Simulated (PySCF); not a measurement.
Working out the ionisation energy of Ni

Ni [Ar] 3d8 4s2 (3F) → Ni+ [Ar] 3d9 (2D). Calculation: PySCF 2.14, in def2-SVP (5s3p2d1f, 31 functions); the non-relativistic Hamiltonian (point nucleus). Frozen: [Ar]. Energies in hartree (1 hartree = 27.21139 eV):

```json
{"part": "UHF", "Ni (lower)": "-1506.643119", "Ni+ (upper)": "-1506.345359"}
{"part": "MP2 opposite-spin", "Ni (lower)": "-0.119102", "Ni+ (upper)": "-0.144582"}
{"part": "MP2 same-spin", "Ni (lower)": "-0.065439", "Ni+ (upper)": "-0.087982"}
```

**Question.** What does Hartree-Fock give?

**Answer.** (-1506.345359) − (-1506.643119) = 0.297760 hartree = 8.102 eV.

**Question.** What do MP2 and SCS-MP2 (6/5 opposite-spin, 1/3 same-spin) give?

**Answer.** The opposite-spin parts differ by -0.693 eV and the same-spin parts by -0.613 eV. MP2: 8.102 + (-0.693) + (-0.613) = 6.796 eV. SCS-MP2: 8.102 + 1.2 × (-0.693) + (-0.613)/3 = 7.066 eV.

Reference: 7.640 eV (measured; NIST Atomic Spectra Database, ionization energies), between the lowest levels; spin-orbit coupling is absent from the calculation.

The calculation is non-relativistic.

A double-zeta basis recovers only part of the correlation energy.

What remains against the reference includes basis incompleteness, the frozen core and correlation beyond second order.
